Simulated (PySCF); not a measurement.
H₄P, SMILES [PH4+], charge +1.

Geometry: TPSSh-D3(BJ)/def2-TZVPD. The isomer is the one that the SMILES or the coordinates give; other isomers of the formula were not compared.

These are M06-2X/def2-TZVPD (PySCF) values and carry that method's errors.

Isolated molecule, no solvent.

Computed frontier levels, gap, dipole moment and polarisability:
```json
{
 "highest_occupied_level": "-20.51 eV",
 "lowest_empty_level": "-5.17 eV",
 "orbital_gap": "15.34 eV",
 "dipole_moment_about_the_centre_of_nuclear_charge": "0.00 D",
 "mean_static_polarisability": "20.6 bohr³ (3.05 Å³)",
 "polarisability_principal_values": "20.6, 20.6, 20.6 bohr³"
}
```
